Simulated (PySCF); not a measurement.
Spinor energies of Ba⁵³⁺ (barium, charge +53)

Start: [He] 2s1; 2s1/2 filled at m_j = +1/2. Calculated with PySCF 2.14 in an uncontracted even-tempered set (17 s from 33 bohr⁻², ratio 2.4; 12 p from 43 bohr⁻², ratio 2.4; 5 d from 130 bohr⁻², ratio 2.6; 4 f from 200 bohr⁻², ratio 2.6): generalised Hartree-Fock with the X2C-1e Hamiltonian and a Gaussian nucleus; one run each with spin-orbit coupling (SO) switched off, then screened by Boettger's factors.

```json
{"spinor shell": "1s1/2", "electrons": "2", "ε, spin-free (eV)": "-43244.7", "ε, screened SO (eV)": "-43244.7", "weight of nominal j (screened SO)": "1.000", "rms radius, screened SO (bohr)": "0.0290"}
{"spinor shell": "2s1/2", "electrons": "1", "ε, spin-free (eV)": "-10626.2", "ε, screened SO (eV)": "-10626.2", "weight of nominal j (screened SO)": "1.000", "rms radius, screened SO (bohr)": "0.112"}
```

```
   quantity    spin-free  screened SO
E (hartree)  -3630.88319  -3630.88319
        M_J          1/2          1/2
       ⟨J²⟩        0.750        0.750
       ⟨L²⟩        0.000        0.000
       ⟨S²⟩        0.750        0.750
```

Each row is a mean over spinors that exchange with the open shell spreads, by up to 41.689 eV (1s1/2).

Breit and QED terms are absent; they matter most for the inner s and p1/2 levels.

Densities and radii are taken from the X2C orbitals without a picture-change correction, which distorts them close to the nucleus.

Without spin-orbit coupling the j labels of p, d and f shells carry no meaning; the spin-free column gives the mean over the occupied spinors of each nl shell.
